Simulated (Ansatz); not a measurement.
Mulliken charges of `[SiH3][BH][GaH2]` from ωB97M-V/def2-TZVPP in Ansatz (PBE0-D4/def2-TZVP geometry).

```tsv
atom	x (Å)	y (Å)	z (Å)	charge (e)
Si1	-0.705	1.019	-1.010	0.042
B2	0.784	0.023	-0.105	-0.029
Ga3	0.515	-1.407	1.348	0.014
H4	-2.052	0.404	-0.854	-0.034
H5	-0.462	1.239	-2.463	-0.026
H6	-0.740	2.354	-0.338	-0.022
H7	1.892	0.348	-0.432	0.110
H8	0.405	-2.936	0.982	-0.027
H9	0.364	-1.044	2.872	-0.027
```

By hand: the dipole of these point charges (1 e Å = 4.8032 D).

Σ q r = (0.240, 0.070, -0.072) e Å, of length 0.260 e Å = 1.25 D.

How does the dipole of the full density compare? (Estimate.)

Ansatz gave: (0.099, 0.026, -0.056) e Å, 0.56 D; the point charges give 2.23 times that, at 13° from its direction.

Point charges leave out the atoms' own dipoles, such as those of lone pairs, and Mulliken's split depends on the basis, so the two needn't agree.
